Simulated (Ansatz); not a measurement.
`CC=C=C[SiH3]` → `C=C=CC` + `[SiH2]` at 298.15 K and 1 bar (silylene formation by 1,1-elimination).

Calculated with Ansatz (gas phase, PBE0-D4/def2-TZVP geometries, no zero-point term in ΔE). CCSD(T)/CBS is the MP2 limit (def2-TZVPP, def2-QZVPP) plus CCSD(T) − MP2 in def2-TZVPP, frozen cores. This one scheme is used for every species.

| species | CCSD(T)/CBS energy (Eh) | H − E (kJ/mol) | S (J/(mol·K)) |
| --- | --- | --- | --- |
| `CC=C=C[SiH3]` | -446.04181 | 283.1 | 348.2 |
| `C=C=CC` | -155.75749 | 236.4 | 289.7 |
| `[SiH2]` | -290.19011 | 40.6 | 207.5 |

H − E and S are ideal-gas, rigid-rotor, harmonic terms from PBE0-D4/def2-TZVP, for one conformer and one mirror image of each species. 1 Eh = 2625.50 kJ/mol, R = 8.31446 J/(mol·K).

Problem. By hand: ΔE, ΔH, ΔS and ΔG.

Solution. ΔE = (-155.75749) + (-290.19011) − (-446.04181) = 0.09421 Eh = 247.3 kJ/mol. Δ(H − E) = 236.4 + 40.6 − 283.1 = -6.1, so ΔH = 241.2 kJ/mol. ΔS = 289.7 + 207.5 − 348.2 = 149.0 J/(mol·K). ΔG = 241.2 − 298.15 × (149.0)/1000 = 196.8 kJ/mol.

Problem. By hand: the equilibrium constant, and the temperature at which ΔG would vanish if ΔH and ΔS stayed fixed.

Solution. log₁₀ K = −ΔG/(RT ln 10) = -34.5. ΔG = 0 at ΔH/ΔS = 1619 K.

The number of gas molecules changes by +1, which sets the sign of ΔS. A doubt of 5 kJ/mol in ΔE shifts log₁₀ K by 0.9 here. Other conformers and mirror images would add mixing entropy, several J/(mol·K) or more a flexible species. These are equilibria of isolated gas molecules and say nothing of rates. Largest T1 diagnostic: 0.014 (customary marks: 0.02 for closed shells, 0.045 for open ones).
